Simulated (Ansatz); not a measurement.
The first iterations of a band of F5HOW + H2S (11 atoms, charge 0, multiplicity 1).

Computed with RHF/def2-SVP (Ansatz 0.2.0).

```yaml
movable_images: 7
climbing_image: yes
spring: 5.0 eV/Å²
optimiser: quadratic models (default)
start_path: through a guess of the saddle point
force_threshold: 0.03 eV/Å
iteration_limit: 60
end_points: relaxed
```

Initial state:

```xyz
11
Properties=species:S:1:pos:R:3
W -0.205 -0.371 -0.209
F 0.246 -0.030 1.541
F 1.569 -0.352 -0.671
F -0.239 1.443 -0.478
F -1.982 -0.256 0.238
O -0.190 -2.151 0.061
H -0.207 -3.086 0.201
F -0.663 -0.569 -1.974
S 2.738 2.810 2.039
H 3.280 1.716 2.581
H 1.495 2.482 2.396
```

Final state:

```xyz
11
Properties=species:S:1:pos:R:3
W 0.599 0.344 -0.415
F -0.677 -0.768 2.906
F 1.772 -0.314 -1.660
F 0.309 1.980 -1.218
F -0.835 0.779 0.726
O 0.888 -1.025 0.724
H 0.599 -1.299 1.596
F -0.712 -0.356 -1.534
S 2.232 1.668 0.679
H 2.783 0.739 1.465
H -1.117 -0.110 2.455
```

| iteration | highest image above the first end (eV) | largest band force component (eV/Å) |
| --- | --- | --- |
| 1 | 8.799 | 10.495 |
| 2 | 5.793 | 4.351 |
| 3 | 3.680 | 2.301 |
| 4 | 3.108 | 1.462 |
| 5 | 2.907 | 1.423 |
| 6 | 2.824 | 1.506 |
| 7 | 2.675 | 0.905 |
| 8 | 2.383 | 0.768 |
| 9 | 2.188 | 1.492 |

Problem. Does the band converge within its limit, and where does its top end?

Solution. It converged. It ended after 29 iterations with the highest image 2.115 eV above the first end. Neighbouring images differ by up to 1.6 eV, so the band resolves the path poorly. A vibrational analysis at the climbing image gives one clearly imaginary mode, 1459i cm⁻¹: a first-order saddle point. The orbitals stay closed-shell, which can raise the energy where a bond breaks towards radicals; this wasn't checked here.

The run took 7.1 min on 4 threads of Arm Neoverse V1, with other jobs on the host, peak memory 0.48 GiB.
